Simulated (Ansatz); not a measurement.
C₂H₇AlO, charge -1, doublet, at a GFN2-xTB geometry (such geometries of metal compounds can be far from the true shape) (a state made from the parent by changing its charge; the spin is typed, not shown lowest) (a gas-phase anion, which may not be bound at this level); MP2/STO-3G (Ansatz, a first-principles code).

Here is a job for Ansatz.
Ansatz 0.2 input:
```yaml
crystal:
  periodic: [false, false, false]
  atoms:
    - {symbol: Al, position_ang: [-0.05949894, 0.01480982, -0.03985611]}
    - {symbol: C, position_ang: [-1.48443607, -1.62079289, 0.20032043]}
    - {symbol: H, position_ang: [-1.07065601, -2.58667781, -0.12788458]}
    - {symbol: H, position_ang: [-2.42079013, -1.49239913, -0.36407689]}
    - {symbol: H, position_ang: [-1.78749153, -1.75991934, 1.24944739]}
    - {symbol: C, position_ang: [0.23092858, 1.93280214, -1.03999817]}
    - {symbol: H, position_ang: [1.10902001, 1.92879699, -1.70393006]}
    - {symbol: H, position_ang: [0.39218448, 2.75555545, -0.32659809]}
    - {symbol: H, position_ang: [-0.61521081, 2.24808699, -1.66962647]}
    - {symbol: O, position_ang: [1.32369490, -0.32947953, 0.88669365]}
    - {symbol: H, position_ang: [2.09791598, -0.52219010, 1.40531537]}
basis:
  gaussian:
    orbitals: STO-3G
total_charge: -1
magnetization: {spin_polarized: true, initial_magnetization: 1}
correlation: {method: mp2, electrons: outside_noble_gas}
accuracy: high
```

Write the output that Ansatz gives for this input, abridged.


```
Functional definition: HF
613 factors; integrals over basis functions are off by at most 2.8e-9 eV
mean field evaluation 1: about -10649.8039 eV, gradient 1.5e1 eV
mean field evaluation 2: about -10649.9769 eV, gradient 1.5e1 eV
mean field evaluation 4: about -10651.7444 eV, gradient 1.3e0 eV
mean field evaluation 8: about -10651.7756 eV, gradient 1.6e-2 eV
mean field evaluation 16: about -10650.7888 eV, gradient 6.1e-1 eV
mean field evaluation 32: about -10651.0685 eV, gradient 4.1e0 eV
mean field -10651.77556012 eV, -391.4455318015 hartree, gradient 2.1e-8 eV, S^2 0.765913; 6 other end points of the search recorded, 0 dependent functions left out
8 core orbitals not correlated
reference -10651.77556012 eV, -391.4455318015 hartree; 13, 12 occupied and 10, 11 virtual orbitals, 613 factors
second order -4.03379022 eV of doubles, -0.00000000 eV of singles
Total energy: -10655.80935034 eV, -391.5937708579 hartree
```
